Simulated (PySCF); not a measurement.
B(Cl)(vinyl)(NH2) (C₂H₅BClN), SMILES B(Cl)(N)C=C. Atoms are numbered in the order given.

```xyz
10

B     -0.0953     0.2384     0.0558
Cl     1.3071     0.1457     1.1562
C     -0.1179    -0.6663    -1.2153
C     -1.2437    -1.1247    -1.7777
H      0.8393    -0.9861    -1.6449
H     -1.2382    -1.7838    -2.6523
H     -2.2326    -0.8768    -1.3740
N     -1.1274     1.1132     0.3842
H     -1.1275     1.6705     1.2280
H     -1.9230     1.2614    -0.2221
```

The structure is a stationary point at PBE0-D3(BJ)/def2-SVP. The structure was generated by enumeration, and PubChem lists no compound with its InChIKey, so it may never have been made. Other conformers were not sampled.

Computed with PySCF with PBE/pcSseg-1.

GIAO shieldings, no solvent; atoms listed in one row are averaged. δ = σ(ref) − σ: ¹¹B against BF3 (σ = 83.9 ppm); ³⁵Cl against HCl (σ = 936.5 ppm); ¹³C against TMS (σ = 182.0 ppm); ¹H against TMS (σ = 31.49 ppm); ¹⁵N against NH3 (σ = 267.0 ppm), references at their B3LYP-D3(BJ)/def2-TZVP geometries, non-relativistic (without spin–orbit terms, shifts of atoms bonded to Cl or Br come out too high).

```csv
nucleus,atoms,count,δ (ppm)
¹¹B,B1,1,23.3
³⁵Cl,Cl2,1,119.6
¹³C,C3,1,147.3
¹³C,C4,1,137.4
¹H,H5,1,6.62
¹H,"H6, H7",2,6.23
¹H,H10,1,4.20
¹H,H9,1,3.84
¹⁵N,N8,1,106.4
```
